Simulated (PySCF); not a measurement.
Correlation energy of Tc (technetium, neutral)

[Kr] 4d5 5s1 5p1, high-spin 8P determinant (an excited configuration). Computed with PySCF 2.14 in x2c-TZVPPall (8s6p6d2f1g, 79 functions), with scalar relativity by spin-free X2C-1e. Frozen: [Kr]; 7 electrons correlated.

| level | correlation energy (mhartree) |
| --- | --- |
| CCSD | -92.85 |
| (T) | -1.81 |
| CCSD(T) | -94.66 |

Diagnostics: T1 = 0.0089, D1 = 0.0296, largest double amplitude 0.034.

Problem. Is a single reference adequate?

Solution. Yes, within this model without spin-orbit coupling: T1 lies below 0.03 and no double amplitude reaches 0.07.

The basis was made for the ground configuration and has no added diffuse functions, which can raise the energy of the promoted electron.
